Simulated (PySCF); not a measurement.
Compound: C₄H₇Si (doublet state).
Geometry (GFN2-xTB, Å), atoms numbered from 1 in this order:
```xyz
12
C4H7Si angstrom
C      2.8609    0.0556    0.7007
C      1.6315    0.2157    0.1691
C      0.5274    0.3826   -0.3336
C     -0.7910    0.5297   -0.8687
Si    -2.0343   -0.5503    0.1275
H      3.2058    0.6973    1.4917
H      3.5192   -0.7172    0.3463
H     -1.1004    1.5766   -0.8176
H     -0.8062    0.2228   -1.9175
H     -2.0332   -0.1017    1.5187
H     -1.6195   -1.9484    0.0284
H     -3.3591   -0.3633   -0.4709
```

The hyperfine couplings belong to this conformer and change with its torsions.

Identity: `[CH2]C#CC[SiH3]` [radical].

Method used: UKS B3LYP, pcH-1 on C H Si, non-relativistic, mean-field spin-orbit, GIAO in PySCF 2.14.0. Geometry: GFN2-xTB; no solvent, vibrations or thermal averaging. A GFN2-xTB geometry isn't a minimum of the functional, and hyperfine couplings can be far from their values at a DFT geometry. The SCF solution wasn't tested for stability.

**Question.** The isotropic 13C couplings are -62.8, +61.1, +43.7, -17.0 MHz. Assign them to C1; C2; C3; C4.

**Answer.** 
```
site  a_iso (MHz)  ρ(0) (bohr⁻³)                 position  distance from C1 (Å)  spin population  largest |T| (MHz)
  C1        +61.1        +0.0544  largest spin population                  0.00            +0.77              116.5
  C2        -62.8        -0.0559           1 bond from C3                  1.35            -0.25               21.0
  C3        +43.7        +0.0389         a main spin site                  2.57            +0.51               78.2
  C4        -17.0        -0.0151           1 bond from C3                  4.00            -0.03                2.6
```

**Question.** Match the computed a_iso(1H) values -51.0, +29.5, +4.1 MHz (means over equivalent nuclei) with the sites H6/H7; H8/H9; H10/H11/H12.

**Answer.** 
```tsv
site	a_iso (MHz)	ρ(0) (bohr⁻³)	position	distance from C1 (Å)	bound to	spin population there	largest |T| (MHz)
H6/H7	-51.0	-0.0114	1 bond from C1	1.08	C1	+0.77	28.0
H8/H9	+29.5	+0.0066	2 bonds from C3	4.51	C4	-0.03	4.9
H10/H11/H12	+4.1	+0.0009	3 bonds from C3	5.42	Si5	+0.04	2.4
```

ρ(0) is the spin density at the nucleus and T the dipolar tensor; a_iso includes a spin–orbit part; entries for several nuclei are means. The Mulliken spin populations are largest on C1 (+0.77), C3 (+0.51) and C2 (-0.25). The positive populations add up to 1.36 and the negative ones to -0.36, together 2S = 1. The angles at C1 add up to 360.0°, so it is planar; its axial dipolar tensor and the negative couplings of its protons fit spin in a p orbital normal to that plane. Main spin sites, with 60 % or more of the largest population: C1, C3; positions count bonds from the nearest.

Means are taken over nuclei equivalent by connectivity, which assumes that they swap fast. The three 1H nuclei of mean +4.1 MHz run from -1.9 to 16.0 MHz in the frozen geometry.
